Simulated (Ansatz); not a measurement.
`[O]=[Nb]([OH])([OH])[Cl]`. Charge 0, multiplicity 1. Nb: def2 effective core potential.

| atom | x (Å) | y (Å) | z (Å) |
| --- | --- | --- | --- |
| O1 | -0.669 | -0.174 | 1.639 |
| Nb2 | 0.057 | 0.259 | 0.175 |
| O3 | 1.403 | -1.001 | -0.219 |
| O4 | -1.259 | 0.228 | -1.175 |
| Cl5 | 0.955 | 2.374 | 0.394 |
| H6 | 1.715 | -1.747 | 0.296 |
| H7 | -2.201 | 0.061 | -1.110 |

Question: What are the harmonic wavenumbers in cm⁻¹ at PBE0-D4/def2-TZVP (Ansatz, finite differences of forces, unscaled)? (Estimate.)

Answer: The calculation gave: 142, 164, 201, 224, 237, 380, 387, 431, 535, 554, 736, 750, 1048, 3915, 3920.

Question: Is this a minimum?

Answer: Yes, all 15 modes are real.

Question: Give the ideal-gas thermochemistry at 298.15 K and 1 bar (rigid rotor, harmonic oscillator; point group Cs, symmetry number 1).

Answer: Zero-point energy 81.5 kJ/mol; H(298) − E = 103.0 kJ/mol; entropy 355.5 J/(mol·K), of which translation 173.5, rotation 116.0, vibration 66.0; G(298) − E = -3.0 kJ/mol.

Question: And at 400, 500, 600, 800 and 1000 K?

Answer: 
```
T (K)  H − E (kJ/mol)  S (J/mol/K)  G − E (kJ/mol)
  400           114.5        388.8           -41.0
  500           126.8        416.1           -81.3
  600           139.5        439.4          -124.1
  800           166.1        477.5          -215.9
 1000           193.4        508.0          -314.6
```
